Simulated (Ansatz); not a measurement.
Input for Ansatz (development build ahead of 0.2.0):

```yaml
crystal:
  periodic: [false, false, false]
  atoms:
    - { symbol: Ru, position_ang: [0.0, 0.0, 0.0] }
    - { symbol: Pt, position_ang: [0.0, 0.0, 3.3727] }
basis:
  gaussian: { orbitals: def2-TZVPP }
magnetization:
  spin_polarized: true
hamiltonian:
  xc: { name: wB97X }
```

The input is written out in the form of the current development build from the run's settings. The basis set brings a core potential for Pt, Ru, so the total leaves out those core electrons.

Results

```yaml
Converged: yes
Total_energy: -214.08029 hartree
Spin_squared_of_the_determinant: 2.055
Stability_test: minimum
```

Caution: another spin multiplicity may lie lower; the unrestricted determinant is a mixture of spin states.
